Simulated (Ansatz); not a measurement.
```yaml
crystal:
  periodic: [false, false, false]
  atoms:
    - {symbol: C, position_ang: [-0.807548, 1.104029, 0.245812]}
    - {symbol: N, position_ang: [0.054672, -0.021701, -0.022268]}
    - {symbol: C, position_ang: [-0.447252, -1.253328, 0.540891]}
    - {symbol: Al, position_ang: [1.564577, 0.035750, -0.928977]}
    - {symbol: Cl, position_ang: [2.189094, 1.888318, -1.697449]}
    - {symbol: H, position_ang: [-0.924633, 1.269815, 1.325750]}
    - {symbol: H, position_ang: [-0.400712, 2.016998, -0.192650]}
    - {symbol: H, position_ang: [-1.812010, 0.946443, -0.170936]}
    - {symbol: H, position_ang: [0.226735, -2.085728, 0.320907]}
    - {symbol: H, position_ang: [-1.436332, -1.507829, 0.135419]}
    - {symbol: H, position_ang: [-0.548691, -1.184875, 1.632904]}
    - {symbol: H, position_ang: [2.419000, -1.262992, -1.155504]}
basis:
  gaussian: {orbitals: 6-31G}
hamiltonian: {xc: {name: PBE0}, dispersion: rvv10}
output: {forces: true}
```

```sh
$ ansatz run in.yaml --threads 4 --pin off --events-out ev --progress --plain --max-ram 10444MiB
```

Question: How does Ansatz answer? (An estimate is asked.)

Answer: Computed: The program refused the input.
```
Error: inconsistent input (hamiltonian.dispersion, hamiltonian.xc): `dispersion: rvv10` has no transferable b for PBE exchange — Sabatini et al. (2013) fitted b=6.3 to rPW86, and the PBE refits of Peng & Perdew (2017) are task-dependent (b=6.6 S22 / b=10.0 layered). Use `xc: {exchange: rpw86, correlation: pbe}` for the original rVV10 or `xc: r2scan` for the r²SCAN+rVV10 pairing
```
